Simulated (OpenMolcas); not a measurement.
## Co4+, Rh4+, Ir4+: d⁵ down the group

```
Program             : OpenMolcas 26.06
Method              : CASSCF
Basis               : ANO-R2
Scalar Hamiltonian  : X2C, finite nucleus
Spin-orbit coupling : state interaction with AMFI integrals over the reference wave functions, term energies averaged over their components
```

Active space for each ion: 5 electrons in 5 orbitals (d).

Computed levels in cm-1 above ⁶S_5/2:

```
                               Level   Co4+   Rh4+   Ir4+
                              ⁴G_7/2  42582  30616  27491
                             ⁴G_11/2  42593  30700  28445
                              ⁴G_9/2  42606  30795  29483
                              ⁴P_1/2  49178  35459  32324
                              ⁴D_7/2  52838  37587  35717
                              ⁴D_1/2  52969  38536  40239
                             ²I_11/2  60620  43655  40528
                             ²I_13/2  60718  44309  44057
                           ²F_7/2(1)  70209  52077  57131
weight of ⁶S in the lowest level (%)    100     99     89
```

Mixed levels, with the weight of the term that names them: Rh4+ ²F_7/2(1) (60 %), Ir4+ ⁴G_7/2 (73 %), Ir4+ ⁴P_1/2 (66 %), Ir4+ ⁴D_7/2 (73 %), Ir4+ ⁴D_1/2 (70 %), Ir4+ ²F_7/2(1) (56 %).

Measured, with the error of the calculation in %. Measured levels: Co4+ from Sugar and Corliss, J. Phys. Chem. Ref. Data 10, 1097 (1981).

| Level | Co4+ |
| --- | --- |
| ⁴G_11/2 | 37218 (+14.4) |
| ⁴P_1/2 | 41024 (+19.9) |
| ⁴D_7/2 | 44709 (+18.2) |
| ⁴D_1/2 | 44908 (+18.0) |
| ²F_7/2(1) | 59455 (+18.1) |

Without spin-orbit coupling ⁴G lies 42589, 30673, 28242 cm-1 above ⁶S in that order; the difference to the level ⁴G_7/2, of either sign, comes from spin-orbit coupling, which also lowers the zero.

Without dynamic correlation excited terms often stand tens of per cent too high (terms of higher spin than the ground term too low), and those without a measured partner can miss by more than the paired ones. Computed and measured levels are paired by configuration, term and J; levels that our copy of the source lacks, or whose pairing is in doubt (as where it misses far off the trend of its configuration), stay unpaired and out of the deviations. Levels of configurations outside the active space are missing.

A number in round brackets counts repeated terms of one configuration in the order of the reference energies.
